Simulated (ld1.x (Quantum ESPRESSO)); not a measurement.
## Before and after: TM potential for gallium

- Element: Ga (Z = 31)
- Generator: ld1.x (Quantum ESPRESSO) 7.5
- Type: norm-conserving Troullier–Martins (Kleinman–Bylander form)
- Functional: LDA (PZ)
- Relativity: scalar-relativistic
- Frozen core: [Ar] 3d10
- Valence charge: 3
- Reference configuration: 4s2 4p1
- Partial waves: 4s (bound): rc 1.95 bohr; 4p (bound): rc 2.40 bohr
- Local potential: all-electron potential smoothed inside 1.65 bohr (lloc = -1)
- Core correction: none

All-electron outer shells of the reference configuration (LDA (PZ), scalar-relativistic, ld1.x):

```
shell  level (eV)  outermost node (bohr)  outermost maximum (bohr)
   3p      -98.65                   0.24                      0.56
   3d      -19.40                      –                      0.53
   4s       -9.17                   0.81                      1.87
   4p       -2.74                   0.87                      2.53
```

Change: all radii scaled by about 1.23 (s 2.40, p 2.94 bohr); local potential all-electron potential smoothed inside 2.02 bohr (lloc = -1).

Cutoffs: the cutoffs (Ry, on a coarse ladder) from which the occupation-weighted sum of valence levels, in a spherical-Bessel basis at the reference potential, stays within 10 and 1 mRy of its value at 400 Ry; they do not see the model core or the augmentation charge, which bear on the density cutoff. Errors are all-electron minus pseudo energies relative to the spin-unpolarised reference configuration.

Question: How do hardness, ghosts and transferability respond?

Answer: The potential gets softer (15 Ry and 35 Ry → 10 Ry and 25 Ry); of the 9 tests that both files solve, the error grows in 0 and shrinks in 3 by more than 15 % and 0.3 meV (median size 15.7 → 15.6 meV); neither file shows a bound ghost. A larger radius leaves more room for a smooth pseudo-wave, so fewer plane waves are needed. That the errors move this way runs against the usual rule that smaller radii transfer better.

```tsv
quantity	base	changed
cutoff, loose	15 Ry	10 Ry
cutoff, tight	35 Ry	25 Ry
loose cutoff by channel (10 mRy a level)	s 12 Ry, p 6 Ry	s 8 Ry, p 6 Ry
bound ghosts	none	none
error for 4s2 4p0, meV [ΔE 5.89 eV]	+10	+9.9
error for 4s1 4p0, meV [ΔE 27.39 eV]	+135	+118
error for 4s2 4p0.5, meV [ΔE 2.12 eV]	+1.6	+1.6
error for 4s1 4p2, meV [ΔE 6.61 eV]	+16	+12
error for 4s0 4p3, meV [ΔE 13.54 eV]	+78	+62
error for 4s1 4p1, meV [ΔE 13.34 eV]	+30	+24
error for 4s2 4p1.3, meV [ΔE -0.58 eV]	+0.4	+0.4
error for 4s2 4p1 (spin-polarised), meV [ΔE -0.13 eV]	+16	+16
error for 4s1 4p0 (spin-polarised), meV [ΔE 27.08 eV]	+447	+428
```
